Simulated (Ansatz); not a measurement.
Reaction (formal exchange of groups at the Si–C bond): `C[SiH](N)O[SiH3]` + `N=C([SiH3])Cl` → `N[SiH]([SiH3])O[SiH3]` + `CC(=N)Cl`

Gas-phase electronic energies from Ansatz, PBE0-D4/def2-TZVP geometries. CBS: MP2 limit from def2 TZ/QZ plus the TZ coupled-cluster correction, frozen cores. Functionals use def2-TZVPP. One conformer a species, not always the lowest.

Task: Is it downhill or uphill in electronic energy at CCSD(T)/CBS, and by how much? (Estimate.)

Result: Computed: Uphill: ΔE = +27.2 kJ/mol.

Task: What do these levels give: PBE0-D4, ωB97M-V, PBE, MP2/def2-TZVPP, CCSD(T)/def2-TZVPP, MP2/CBS(def2)? (An estimate is asked.)

Result: Ansatz gave: PBE0-D4 13.9, ωB97M-V 29.9, PBE 13.4, MP2/def2-TZVPP 31.0, CCSD(T)/def2-TZVPP 26.1, MP2/CBS(def2) 32.1 kJ/mol.

Largest T1 diagnostic among the species: 0.013.
